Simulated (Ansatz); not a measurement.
Stepwise reaction of `O[Si](F)([SiH3])[SiH3]` with hydrogen chloride, as a gas-phase model of exchange steps in deposition or etching. ΔE in kJ/mol; ΔG adds harmonic PBE0-D4 terms to CCSD(T)/CBS, at 1 bar.

Program: Ansatz. Geometries: PBE0-D4/def2-TZVP. ΔE: electronic, gas phase. CCSD(T)/CBS is the MP2 limit (def2-TZVPP, def2-QZVPP) plus CCSD(T) − MP2 in def2-TZVPP, frozen cores. This one scheme is used for every species. Functionals use def2-TZVPP. B3LYP here is the variant with VWN-RPA as its local correlation; programs differ in this. Each species was taken in one conformer, which may not be the lowest.

| step | reaction | PBE-D4 | B3LYP-D4 | ωB97M-V | CCSD(T)/CBS | ΔG(600 K) |
| --- | --- | --- | --- | --- | --- | --- |
| 1 | `O[Si](F)([SiH3])[SiH3]` + HCl → `O[Si](F)([SiH3])Cl` + SiH₄ | -107.4 | -121.9 | -130.0 | -123.8 | -112.8 |

(1) Give the row of step 2, `O[Si](F)([SiH3])Cl` + HCl → `O[Si](F)(Cl)Cl` + SiH₄. (An estimate is asked.)

(2) By hand: ΔE of the 2 steps together at CCSD(T)/CBS.

Answers

(1) The calculation gave: 
```tsv
step	reaction	PBE-D4	B3LYP-D4	ωB97M-V	CCSD(T)/CBS	ΔG(600 K)
2	`O[Si](F)([SiH3])Cl` + HCl → `O[Si](F)(Cl)Cl` + SiH₄	-84.3	-96.0	-105.3	-99.6	-90.2
```

(2) (-123.8) + (-99.6) = -223.4 kJ/mol, or -111.7 kJ/mol a step.

In ΔE each step is higher than the one before. All are downhill at CCSD(T)/CBS. ΔG lies between -112.8 and -90.2 kJ/mol a step. PBE-D4 differs from CCSD(T)/CBS by 15.3 to 16.4 kJ/mol a step. Only this route is followed, and other bonds may react first. Isolated molecules leave out the surface, adducts and barriers. Largest T1 diagnostic: 0.013.
